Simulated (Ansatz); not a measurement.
# Strength of the Sb–H bond: SbH2(CH3) → SbH(CH3) + H

Species: SbH2(CH3), singlet; SbH(CH3), doublet; H atom, doublet. 

Shapes, held fixed at every level: PBE0-D4/def2-TZVP. Programs: Ansatz 0.2.0. The zero-point and thermal change to 298 K, harmonic and unscaled (PBE0-D4/def2-TZVP), is -15.6 kJ/mol.

(1) Estimate ΔH(298 K) of this reaction.

Results:

(1) The highest level, CCSD(T)/def2-TZVPP, gives ΔH(298 K) = +277.7 kJ/mol; the levels span +184.7 to +277.7. The column of differences is taken from that level and isn't an error. Hartree–Fock misses the correlation of the pair that is broken and comes out low. No measured value is set beside it here. Open shells run unrestricted unless RO is named. For atoms past krypton def2 sets carry core potentials with scalar relativity. Correlated rows may include outer-core shells of Sb, which these sets cover unevenly.

| level | kind | ΔH(298 K) (kJ/mol) | less CCSD(T)/def2-TZVPP |
| --- | --- | --- | --- |
| HF/def2-SVP | Hartree–Fock | +184.7 | -93.0 |
| PBE0-D4/def2-TZVPP | global hybrid | +268.9 | -8.8 |
| r2SCAN0-D4/def2-TZVPP | global hybrid | +267.7 | -10.0 |
| wB97M-V/def2-TZVPP | range-separated hybrid | +276.2 | -1.5 |
| MP2/def2-SVP | perturbation theory | +248.3 | -29.4 |
| MP2/def2-TZVPP | perturbation theory | +266.0 | -11.7 |
| CCSD(T)/def2-SVP | coupled cluster or CI | +260.7 | -17.0 |
| CCSD(T)/def2-TZVPP | coupled cluster or CI | +277.7 | 0.0 |
